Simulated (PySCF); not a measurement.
**Exercise with solution: dipole moment from atomic charges**

Ge(H)(F)2(vinyl) (C₂H₄F₂Ge), SMILES [F][GeH]([CH]=C)[F]. Atoms are numbered in the order given.

```xyz
9

Ge     0.3025    -0.3156     0.2456
F      0.4609     1.2690     0.9406
F      1.5497    -0.3915    -0.9589
C     -1.4209    -0.3502    -0.5882
C     -2.1868     0.7450    -0.5523
H      0.6637    -1.3415     1.3166
H     -1.7691    -1.2574    -1.0951
H     -1.8483     1.6588    -0.0514
H     -3.1764     0.7727    -1.0230
```

The structure is a stationary point at ωB97X-D3(BJ)/def2-SVP. Other conformers were not sampled.

Charges (e) from PBE/def2-TZVP run with PySCF:

```
atom     IAO  ESP fit
----  ------  -------
Ge1    1.286    0.646
F2    -0.505   -0.283
F3    -0.500   -0.283
C4    -0.425   -0.268
C5    -0.254   -0.283
H6    -0.098   -0.045
H7     0.168    0.173
H8     0.166    0.178
H9     0.162    0.166
```

The dipole moment of the full density is 2.99 D.

### Question
What dipole moment does each set of point charges give, and which comes closer to that of the density?

### Answer

μ = Σ q r, and 1 e Å = 4.8032 D.
IAO: Σ q r = (-0.643, -0.571, 0.223) e Å, |μ| = 4.27 D.
ESP fit: Σ q r = (-0.566, -0.303, 0.050) e Å, |μ| = 3.09 D.
ESP fit comes closer in size. Point charges leave out the atoms' own dipoles (lone pairs, polarised bonds); fits to the potential absorb them, partitions of the density don't.
